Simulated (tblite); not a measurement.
Problem. What does the GFN2-xTB structure of `FC(F)(F)CN1[SiH2]N[SiH2]1` look like in three dimensions?

Solution. 
Z-matrix in Å and degrees, rows numbered from 1:
```
F 
C   1  1.3402
F   2  1.3464  1  106.24
F   2  1.3404  1  106.60  3  -113.06
C   2  1.5284  1  112.55  3   123.04
N   5  1.4138  2  112.08  1    60.28
Si  6  1.7516  5  130.85  2    82.24
N   7  1.7394  6   82.31  5  -172.50
Si  8  1.7395  7   97.97  6     4.29
H   5  1.0963  2  106.42  1  -177.86
H   5  1.0966  2  106.44  1   -61.66
H   7  1.4603  6  110.48  5    72.82
H   7  1.4570  6  116.02  5   -59.10
H   8  1.0020  7  131.02  6  -178.48
H   9  1.4568  6  116.04  5    59.08
H   9  1.4602  6  110.49  5   -72.80
```

N6 (nitrogen bridging silicon atoms) is almost planar (angles 130.9°, 130.9° and 97.1°, sum 358.8°, 0.10 Å off the plane of its three neighbours). Si7 (SiH2 silicon) has angles from 82.3° to 116.0°. The 4-membered ring N6–Si7–N8–Si9 has internal angles of 82.3° to 98.0° (sum 360°, against 360° for a flat polygon); it is slightly puckered (a soft mode that the optimisation may not have finished), 0.03 Å rms from its mean plane, widest ring torsion 4°. Of the pairs four or more bonds apart, F1···Si9 is among the closest relative to their van der Waals radii: 3.38 Å, 95 % of the sum of Bondi's values.

Structure optimised with GFN2-xTB, isolated species.

Point group: Cs (tolerance 0.08 Å). Its GFN2-xTB frequencies are all real (lowest 24 cm⁻¹). One conformer, not necessarily the lowest (C2–C5–N6–Si7 82°).

These are computed values.
